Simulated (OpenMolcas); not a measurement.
An atom or ion with 22 electrons was computed by XMS-CASPT2, IPEA 0.25 Eh, imaginary shift 0.1 Eh with spin-orbit coupling (OpenMolcas, ANO-RCC-VTZP, DKH2). The lowest levels that the run gave, each within 12 % of the measured value where one is at hand:

| J | Parity | E (cm⁻¹) | g |
| --- | --- | --- | --- |
| 0 | even | 0.0 |  |
| 1 | even | 154 | 1.501 |
| 2 | even | 450 | 1.501 |
| 3 | even | 875 | 1.501 |
| 4 | even | 1410 | 1.501 |
| 0 | even | 25520 |  |
| 4 | even | 26230 | 0.806 |
| 1 | even | 26440 | 1.500 |
| 5 | even | 26570 | 1.036 |
| 6 | even | 26930 | 1.167 |
| 2 | even | 28000 | 1.500 |
| 2 | even | 28260 | 0.667 |

**Question.** Which ion is it, and what are the configurations and terms?

**Answer.** Fe V (Z = 26, charge +4; active space 4 electrons in 5 orbitals (3d)). J, parity and g give the terms where levels are pure, and mixed ones are named by the computed weights; the size of the splittings, set against known spectra of the 22-electron sequence, gives the charge. In order, with the measured energies in cm⁻¹ (Corliss and Sugar, J. Phys. Chem. Ref. Data 11, 135 (1982)): 3d⁴ ⁵D₀, 3d⁴ ⁵D₁ (142), 3d⁴ ⁵D₂ (417), 3d⁴ ⁵D₃ (803), 3d⁴ ⁵D₄ (1283), 3d⁴ ³P₀(1) (24055), 3d⁴ ³H₄ (24932), 3d⁴ ³P₁(1) (24973), 3d⁴ ³H₅ (25226), 3d⁴ ³H₆ (25528), 3d⁴ ³P₂(1) (26468), 3d⁴ ³F₂(1) (26761).

CASPT2 does not keep the components of a term degenerate, so their means are used; among the terms shown or strongly mixed into the levels shown the widest spread is 1100 cm-1 (3d⁴ ³H). The CASPT2 spread within a term exceeds the gap to the next term for 3d⁴ ³H and 3d⁴ ³P(1), so the order of their levels is uncertain. Measured partners are found by configuration, term and J. A level has none where our copy of the source lacks it or the pairing is in doubt (some pairs that miss far off the trend of their configuration count as doubtful), and it then counts in no deviation. Levels of configurations outside the active space are missing.

A number in round brackets counts repeated terms of one configuration in the order of the reference energies.
